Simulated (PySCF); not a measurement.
Identify the unknown among the candidates.

All candidates are C7H11BO2.

* Dipole: 2.59 D [B3LYP/def2-SVPD]
* 1H NMR: chemical shifts (computed TMS as zero) by class: 7.70 (1 H), 6.64 (1 H), 5.34 (1 H), 5.33 (1 H), 5.30 (1 H), 4.06 (4 H), 1.69 (2 H) ppm [GIAO B3LYP/pcSseg-1]
* 13C NMR: chemical shifts (computed TMS as zero) by class: 160.2 (1 C), 147.1 (1 C), 132.6 (1 C), 127.6 (1 C), 64.3 (2 C), 30.9 (1 C) ppm [GIAO B3LYP/pcSseg-1]
* Polarisability: 113.0 au [B3LYP/def2-SVPD]
* Valence photoelectron: vertical ionisation energy: 8.38 eV [ΔSCF B3LYP/def2-SVPD]
* UV, first state: lowest singlet excitation: 5.06 eV (245 nm, f = 0.700) [TDDFT B3LYP/def2-SVPD]
* NMR, other nuclei: isotropic shieldings of nuclei other than C and H, by class: 74 (1 B), 208 (2 O) ppm [GIAO B3LYP/pcSseg-1]
* Triplet: lowest triplet excitation (Tamm–Dancoff): 2.91 eV [TDA B3LYP/def2-SVPD]
* Rotational structure: rotational constants A, B, C: 3.157, 0.715, 0.596 GHz [PBE0-D3(BJ)/def2-SVP]

Electronic properties: PySCF, gas phase, density fitting. Levels stand in brackets. One conformer (not necessarily the lowest) at the PBE0-D3(BJ)/def2-SVP geometry, without solvent, vibrations or thermal averaging. NMR values are class means; diastereotopic atoms form classes of their own.

**Question.** Which candidate is it?
A. `C#C[C@H](C)B1OCCCO1`
B. `C=C(C)/C=C/[C@@H]1COBO1`
C. `C=C/C=C/B1OCCCO1`
D. `C=C/C=C\B1OCCCO1`

**Answer.** D. It is `C=C/C=C\B1OCCCO1`. Numbering: `[CH2:1]=[CH:2]/[CH:3]=[CH:4]\[B:5]1[O:6][CH2:7][CH2:8][CH2:9][O:10]1`. 7 carbons fall into 6 classes; from least to most shielded: alkene CH carbon [C3] (160.2 ppm), alkene CH carbon [C2] (147.1 ppm), alkene CH carbon [C4] (132.6 ppm), terminal =CH2 carbon [C1] (127.6 ppm), ring sp3 carbon bound to oxygen [C7/C9] (64.3 ppm, 2 C), ring CH2 carbon [C8] (30.9 ppm). Hydrogen classes from least to most shielded: 1 H on an alkene CH carbon, C2 (7.70 ppm), 1 H on an alkene CH carbon, C3 (6.64 ppm), 1 H on a terminal =CH2 carbon, C1 (5.34 ppm), 1 H on an alkene CH carbon, C4 (5.33 ppm), 1 H on a terminal =CH2 carbon, C1 (5.30 ppm), 4 H on 2 like atoms (sp3 carbon bound to oxygen), C7/C9 (4.06 ppm), 2 H on a ring CH2 carbon, C8 (1.69 ppm, a mean of values up to 0.6 ppm apart in this geometry). The other shieldings belong to: 74 ppm, three-coordinate boron [B5]; 208 ppm, boron-bound oxygen [O6/O10]. S1 is mainly HOMO→LUMO (weight 0.95); the largest Löwdin shares of the orbital it empties are 0.25 on an alkene CH carbon, 0.24 on the terminal =CH2 carbon, 0.18 on an alkene CH carbon and 0.17 on an alkene CH carbon, of the orbital it fills 0.21 on an alkene CH carbon, 0.21 on the terminal =CH2 carbon, 0.18 on an alkene CH carbon and 0.11 on an alkene CH carbon. The optimised geometry has point group C1 and is an asymmetric top.

The others, at the same levels:
- `C=C(C)/C=C/[C@@H]1COBO1` fails: it has 7 carbon classes against 6; its computed 13C shifts are 150.4 (1 C), 143.5 (1 C), 138.3 (1 C), 126.6 (1 C), 82.8 (1 C), 75.1 (1 C), 20.8 (1 C) ppm, 1H shifts are 6.12 (1 H), 5.47 (1 H), 5.28 (1 H), 5.18 (1 H), 4.59 (1 H), 4.25 (1 H), 4.06 (1 H), 3.72 (1 H), 1.89 (3 H) ppm and lowest singlet excitation is 5.46 eV (227 nm, f = 0.765) (against 5.06 eV).
- `C=C/C=C/B1OCCCO1` fails: its computed 1H shifts are 6.99 (1 H), 6.37 (1 H), 5.48 (1 H), 5.42 (1 H), 5.32 (1 H), 4.05 (4 H), 1.67 (2 H) ppm, static isotropic polarisability is 115.2 au (against 113.0 au) and rotational constant A is 3.990 GHz (against 3.157 GHz).
- `C#C[C@H](C)B1OCCCO1` fails: its computed 13C shifts are 89.7 (1 C), 69.7 (1 C), 64.9 (2 C), 30.9 (1 C), 17.4 (1 C), 14.5 (1 C) ppm, 1H shifts are 4.00 (2 H), 3.99 (2 H), 1.70 (1 H), 1.65 (2 H), 1.59 (1 H), 1.03 (3 H) ppm and lowest singlet excitation is 6.17 eV (201 nm, f = 0.005) (against 5.06 eV).

Each candidate is one conformer, not necessarily the lowest. Dipoles, sizes and rotational constants follow the conformer. The torsions of the flexible species, by atom-mapped SMILES:
- `[CH2:1]=[C:2]([CH3:3])/[CH:4]=[CH:5]/[C@@H:6]1[CH2:7][O:8][BH:9][O:10]1`: C1–C2–C4–C5 -179°, C4–C5–C6–C7 -116°

The conformers of `C=C/C=C\B1OCCCO1`, `C=C/C=C/B1OCCCO1` and `C#C[C@H](C)B1OCCCO1` aren't listed.
